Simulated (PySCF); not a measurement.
A structure optimised at PBE-D3(BJ)/def2-SVP, used in a PySCF frequency run:

```xyz
11

N      2.5520     0.6338     1.4798
C      1.7935     0.2410     0.6674
O      0.9926    -0.1848    -0.2457
Si    -0.7480    -0.2945    -0.0180
N     -1.6059     1.1838     0.0207
N     -1.1369    -1.1400    -1.4574
H     -0.8824    -0.9051     1.3418
H     -1.7450     1.6885     0.8980
H     -1.6495     1.7989    -0.7946
H     -2.1109    -1.3170    -1.7064
H     -0.5055    -1.8527    -1.8275
```
Charge 0, spin multiplicity 1.

Problem. Write its SMILES and formula.

Solution. N#CO[SiH](N)N, CH₅N₃OSi

Problem. What are its rotational constants (standard atomic weights)?

Solution. 5.8013, 1.7632, 1.4425 GHz
